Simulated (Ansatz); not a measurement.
Geometry optimisation, Ansatz 0.2.0, RKS CAM-B3LYP-D4/def2-SVP.

The input (input.yaml):

```yaml
crystal:
  periodic: [false, false, false]
  atoms:
    - { symbol: O, position_ang: [0.0835, 1.7422, 0.424] }
    - { symbol: C, position_ang: [0.0039, 0.7862, -0.2891] }
    - { symbol: B, position_ang: [-0.0511, -0.6257, 0.3548] }
    - { symbol: Cl, position_ang: [-0.18202, -0.81085, 2.17144] }
    - { symbol: H, position_ang: [0.0032, 0.8799, -1.386] }
    - { symbol: H, position_ang: [-0.1316, -1.58241, -0.3542] }
basis:
  gaussian: { orbitals: def2-SVP }
hamiltonian:
  xc: cam_b3lyp
  dispersion: d4
relax:
  f_tol: 0.015
  max_steps: 40
output:
  orbitals: {}
```

Launched with:

```bash
$ ansatz run input.yaml --threads 1 --pin off --max-ram 2048MiB --backend cpu --events-out ev --progress --plain --runs-dir out
```

Where does it end, and by what steps?

The forces met the threshold. After 34 steps the energy has fallen by 0.267 eV; H5 moved furthest, 1.24 Å.

```
step  energy less start (eV)  largest force component (eV/Å)  accepted
   0                  0.0000                           2.137       yes
   2                 -0.1781                           1.100       yes
   4                 -0.2102                           1.121       yes
   6                 -0.2214                           0.254       yes
   8                 -0.2156                           0.330        no
  10                 -0.2273                           0.057       yes
  12                 -0.2298                           0.123       yes
  14                 -0.2329                           0.179       yes
  16                 -0.2356                           0.128       yes
  18                 -0.2343                           0.626        no
  20                 -0.2474                           0.221       yes
  22                 -0.2490                           0.533        no
  24                 -0.2592                           0.077       yes
  26                 -0.2639                           0.133       yes
  28                 -0.2650                           0.110       yes
  30                 -0.2658                           0.048       yes
  32                 -0.2663                           0.091       yes
  34                 -0.2666                           0.010       yes
```

```xyz
6
Properties=species:S:1:pos:R:3
O 0.977 1.466 -0.265
C -0.030 0.794 -0.280
B 0.018 -0.639 0.397
Cl -1.071 -0.965 1.711
H -0.982 1.207 -0.710
H 0.813 -1.474 0.068
```

Whether the end is a true minimum wasn't checked by a vibrational analysis.

Time of the run: 61 s on 1 thread of Intel(R) Xeon(R) 6975P-C (Granite Rapids), with other jobs on the host, peak memory 0.23 GiB.
